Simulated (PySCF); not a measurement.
C2H6GeN2. Atoms are numbered in the order given.

```xyz
11

N      1.9105     0.0061     0.8002
Ge     0.4108    -0.2099    -0.2374
C     -1.3068    -0.7120     0.6129
N     -1.9860     0.3005     0.2025
C     -1.0375     1.1719    -0.5259
H      2.7847     0.1559     0.2974
H      1.8416     0.6712     1.5693
H      0.8930    -1.0221    -1.4612
H     -1.7737    -1.5132     1.2056
H     -0.9152     2.1350    -0.0033
H     -1.3828     1.3836    -1.5515
```
Charge 0, spin multiplicity 1.

Geometry optimised at TPSSh-D3(BJ)/def2-SVP. The structure was generated by enumeration; whether it is a known compound was not checked. The values are those of a single conformer.

The numbers are results of PySCF with TDDFT-PBE/def2-SVPD, not measurements.

Vertical excitations. Gas-phase values at a fixed geometry.

Computed UV-visible absorptions:
| state | energy (eV) | λ (nm) | f | main pairs |
|---|---|---|---|---|
| S1 | 3.93 | 315 | 0.002 | HOMO→LUMO 93 % |
| S2 | 4.31 | 287 | 0.002 | HOMO−1→LUMO 93 % |
| S3 | 5.22 | 237 | 0.010 | HOMO→LUMO+1 97 % |
| S4 | 5.45 | 228 | 0.002 | HOMO→LUMO+2 99 % |
| S5 | 5.66 | 219 | 0.002 | HOMO−2→LUMO 81 %, HOMO−3→LUMO 13 % |
| S6 | 5.82 | 213 | 0.023 | HOMO−1→LUMO+1 73 %, HOMO→LUMO+3 17 % |
| S7 | 5.92 | 209 | 0.033 | HOMO→LUMO+3 61 %, HOMO−1→LUMO+2 16 %, HOMO→LUMO+4 10 % |
| S8 | 6.09 | 204 | 0.007 | HOMO→LUMO+4 75 %, HOMO−1→LUMO+2 19 % |
| S9 | 6.37 | 195 | 0.056 | HOMO−1→LUMO+2 49 %, HOMO−3→LUMO 15 %, HOMO−1→LUMO+1 8 % |
| S10 | 6.43 | 193 | 0.017 | HOMO−1→LUMO+3 85 % |
| T1 | 3.25 | 382 | 0 | HOMO→LUMO 97 % |
| T2 | 4.05 | 306 | 0 | HOMO−1→LUMO 97 % |
| T3 | 4.66 | 266 | 0 | HOMO−3→LUMO 78 %, HOMO−2→LUMO 18 % |
| T4 | 5.02 | 247 | 0 | HOMO→LUMO+1 96 % |
Triplets are in the Tamm–Dancoff approximation, which puts them higher than full response would, so one can lie above its singlet here.
